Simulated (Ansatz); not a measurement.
Gas-phase electronic energies from Ansatz, PBE0-D4/def2-TZVP geometries. CCSD(T)/CBS adds triple-zeta CCSD(T) − MP2 to the extrapolated MP2 energy (def2 sets, frozen cores). This one scheme is used for every species. def2 core potentials past Kr. For Se, Sn outer-core shells are correlated without core-valence functions, which leaves a few kJ/mol of doubt a bond. Scalar relativity is left out up to krypton. Each species was taken in one conformer, which may not be the lowest.

`C[Se][SnH]([Cl])[Cl]` + `BF` → `C[Se]BF` + `[Cl][SnH2][Cl]`  (formal exchange of groups at the Se–Sn bond)

`C[Se][SnH]([Cl])[Cl]`:

```xyz
9

C     1.302    0.781   -0.721
Se    1.068    0.433    1.194
Sn   -1.128   -0.714    0.959
Cl   -2.597    0.703   -0.153
Cl   -0.887   -2.500   -0.509
H     1.342   -0.157   -1.269
H     0.499    1.415   -1.087
H     2.254    1.302   -0.807
H    -1.853   -1.262    2.392
```

`BF`:

Z-matrix (Å, degrees):
```
B
F 1 1.317
H 1 1.197 2 117.8
H 1 1.198 2 117.8 3 -180.0
```

`C[Se]BF`:

Z-matrix (Å, degrees):
```
C
Se 1 1.951
H 1 1.088 2 109.1
H 1 1.088 2 108.7 3 120.1
H 1 1.088 2 108.8 3 -120.1
B 2 1.922 1 98.6 3 0.7
F 6 1.322 2 119.1 1 179.9
H 6 1.198 2 121.2 1 -0.1
```

`[Cl][SnH2][Cl]`:

Z-matrix (Å, degrees):
```
Sn
Cl 1 2.316
Cl 1 2.316 2 106.5
H 1 1.695 2 107.8 3 -115.4
H 1 1.695 2 107.8 3 115.4
```

```csv
level,ΔE (kJ/mol)
CCSD/def2-TZVPP,3.7
MP2/CBS(def2),22.4
```

(1) What does CCSD(T)/CBS give? (Best estimate.)

(2) What do rigid-rotor, harmonic-oscillator terms from PBE0-D4/def2-TZVP frequencies (298.15 K, 1 bar) make of the CCSD(T)/CBS value? (Best estimate.)

Largest T1 diagnostic among the species: 0.013.

## Answers

(1) Computed: +14.7 kJ/mol. The listed levels differ from it by -11.0, 7.7 kJ/mol.

(2) The calculation gave: ΔZPE = -1.1 kJ/mol, ΔH = +10.2 kJ/mol, ΔS = -5 J/(mol·K), ΔG = +11.6 kJ/mol. Modes under 50 cm⁻¹ make the entropy rough.

At CCSD(T), def2-SVP lies −10.1 kJ/mol from the extrapolated value and def2-TZVPP −11.0 kJ/mol. From BLYP to BHLYP (50 % exact exchange), in def2-TZVPP and without D4, ΔE moves by +4.0 kJ/mol.

CCSD(T)/CBS has its own doubt, a few kJ/mol and more with outer-core shells, so smaller differences from it don't rank the levels.
